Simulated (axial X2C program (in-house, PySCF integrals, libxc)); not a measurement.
# Which molecule has these constants?

Computed with an in-house relativistic program for diatomic molecules, spin-free (one-electron X2C) or two-component (2c: spin–orbit coupling with atomic mean-field Coulomb and Gaunt terms, which also bring small scalar terms), in Dyall basis sets with cores contracted in-house; open shells are unrestricted.

A two-component PBE0 calculation in a Dyall 3-zeta basis gave Re = 1.315 Å, ωe = 1595.1 cm⁻¹, De = 4.69 eV, dipole magnitude 2.17 D, Ω = 2.

Question: Which molecule is it?
A. BN
B. InN
C. GaN

Answer: A. The others have GaN 1.996 Å and 508.9 cm⁻¹ (Ω = 1); InN 2.210 Å and 444.9 cm⁻¹ (Ω = 1).

Each entry is the lowest single determinant of a limited PBE0 search at one distance. De goes to single-determinant-based atoms at the same level (for ions the charge split of lowest energy) and is withheld (n/a) where an atom does not fit its ground term or J level. Main or longest-lived isotopes. One determinant is a doubtful description, or other states lie close, for BN, GaN, InN; these need not be ground states, and all values refer to the states named. Some open-shell Ω = 0 determinants are out of reach, so the Ω given for BN, GaN, InN need not be the lowest component. With several unpaired electrons the Ω given is that of one determinant, not necessarily of the lowest component. Some light 2c atoms are not at their ground J level, so De misses part of their lowering (0.04 eV or less). The functionals have no current term, which raises determinants with orbital currents.
